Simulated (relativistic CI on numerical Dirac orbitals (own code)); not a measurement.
# Mn⁵⁺ in a cubic cluster: 3s photoemission with charge transfer

Computed with a charge-transfer multiplet model of a cubic metal-ligand cluster with up to 2 ligand holes, Slater and spin-orbit integrals from Dirac-Coulomb-Breit ions, Slater integrals scaled by 0.7. The ground state mixes d2 with configurations of k ligand holes L, whose averages lie at kΔ + k(k − 1)U_dd/2; a core hole lowers each added d electron by U_cd. 300 K, Lorentzian 1.4 eV and Gaussian 0.8 eV FWHM.

Atomic integrals in eV (Slater integrals scaled, ζ unscaled), ground: F2dd 9.285, F4dd 5.869, zeta_d 0.057; with the core hole: F2dd 9.870, F4dd 6.263, zeta_d 0.065, G2cd 9.334.

Cluster parameters (eV): Δ = 0.5, U_dd = 5.2, 10Dq = 1, 10Dq(ligand) = 0.1, V(eg) = 3.7, V(t2g) = -1.85, final-state hopping factor = 0.9.

```csv
Case,n_d,d2,d3L,d4L2,S
U_cd = 6.2 eV,2.92,0.27,0.54,0.19,1.00
U_cd = 6.8 eV,2.92,0.27,0.54,0.19,1.00
U_cd = 8 eV,2.92,0.27,0.54,0.19,1.00
```

Weights, n_d and S are thermal averages at 300 K. Binding energies count from the first peak over 30 % of the highest in each spectrum, which can be another peak from case to case. The parameters are a model scan and need not match a compound or its usual spin state. Peaks in eV (height, largest 100):
- U_cd = 6.2 eV: 0.0 (100), 5.4 (44), 15.2 (6)
- U_cd = 6.8 eV: 0.0 (100), 5.4 (44), 15.6 (7)
- U_cd = 8 eV: 0.0 (100), 5.4 (44), 16.2 (10), 22.4 (7)

For the case U_cd = 6.2 eV, Δ = 0.5 eV is smaller than U_dd = 5.2 eV, the charge-transfer side of the Zaanen-Sawatzky-Allen scheme. With the core hole the configuration with one ligand hole lies at Δ − U_cd = -5.7, -6.3, -7.5 eV from the one without, in the order of the table; where this is negative the screened configuration lies lower, though the effective hopping of about 6.9 eV (from the holes of the mixed ground state) mixes the two strongly wherever it is as large as the gap.

With at most 2 ligand holes the space is cut while the next configuration still counts, so covalency is underestimated, and a final configuration with one more ligand hole, which can lie low, is missing from the spectra.

Without intra-shell correlation the exchange splitting of the 3s hole comes out too large.
